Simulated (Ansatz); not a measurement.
Li5N2⁺. Charge 1, multiplicity 3. Geometry B3LYP-D4/def2-TZVP, that of the neutral doublet; atoms count from 1.

```csv
atom,x (Å),y (Å),z (Å)
Li1,-0.925,-1.257,0.661
Li2,-0.477,-0.817,-2.220
Li3,-0.732,1.480,-0.387
Li4,1.658,-0.223,-0.274
Li5,0.477,0.815,2.221
N6,-0.144,-0.245,-0.670
N7,0.144,0.247,0.670
```

At PBE0-D4/def2-TZVP a singlet of charge 1 lies 1.52 eV below the triplet at the same geometry. The structure comes from a short search, and lower isomers may exist.

Problem. Estimate the Mulliken populations from the PBE0/def2-TZVP orbitals of Ansatz.

Solution. 
```csv
atom,charge (e),spin (α − β)
Li1,0.61,0.31
Li2,0.61,0.24
Li3,0.67,0.15
Li4,0.66,0.20
Li5,0.61,0.24
N6,-1.08,0.43
N7,-1.08,0.43
```
Mulliken values and Mayer orders depend strongly on the basis.

Problem. Where does the spin sit?

Solution. Summed by element: Li 1.15, N 0.85, of 2 unpaired in all. Largest on single atoms: N6 0.43, N7 0.43, Li1 0.31.

Problem. And the Mayer bond orders between bonded heavy atoms (over 0.3)?

Solution. N6–N7 1.07 (1.46 Å).
